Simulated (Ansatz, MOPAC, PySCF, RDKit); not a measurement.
Pair of molecules: CH5N (SMILES CN) (first 7 atoms) with H4OSi (SMILES O[SiH3]); geometry from B3LYP-D3(BJ)/def2-TZVP, rigid monomers moved along the line of their centres of mass till N2···H10 is 3.23 Å.
(charge 0, multiplicity 1):
```xyz
13

C      0.2380    -0.3606    -0.1201
N     -0.2685     0.9711     0.2359
H     -0.4584    -1.1158     0.2446
H      1.1923    -0.5243     0.3807
H      0.3809    -0.5119    -1.1949
H     -1.1639     1.1479    -0.2046
H      0.3660     1.6961    -0.0786
O     -0.5924     0.9155     4.4463
Si    -0.1551    -0.4656     5.2014
H     -0.5257     0.9550     3.4598
H     -0.9735    -1.6329     4.7698
H     -0.3406    -0.2666     6.6557
H      1.2672    -0.8267     4.9457
```

Interaction energies are E(AB) − E(A) − E(B) at the monomers' geometry in the complex; basis-set methods are counterpoise corrected. Rows marked so take none.

Correlated levels freeze the cores. Rows in 3-21G, 6-31G* carry no dispersion term and start afresh at each structure (6-31G* with six Cartesian d functions). The state that PM6, PM7 reach isn't checked; PM7 holds dispersion and hydrogen-bond terms.

Programs: Ansatz (a quantum-chemistry and plane-wave program); MOPAC for PM6, PM7 (differences of heats of formation); PySCF for 3-21G rows, 6-31G* rows, the dispersion terms; RDKit for the force fields. 

| level | interaction energy (meV) |
|---|---|
| MMFF94 | -107.3 |
| PM6 | -104.9 |
| PM7 | -145.7 |
| r2SCAN-D3(BJ)/def2-TZVPPD | -133.9 |
| r2SCAN-D4/def2-TZVPPD | -133.1 |
| B3LYP/3-21G (no counterpoise) | [?] |
| B3LYP/6-31G* | -130.7 |
| B3LYP/6-31G* (no counterpoise) | [?] |
| CCSD(T)/aug-cc-pV(D+d)Z | -129.9 |

**Question.** What belongs in the gaps?

**Answer.** 
- B3LYP/3-21G (no counterpoise), interaction energy (meV): -171.3
- B3LYP/6-31G* (no counterpoise), interaction energy (meV): -160.3
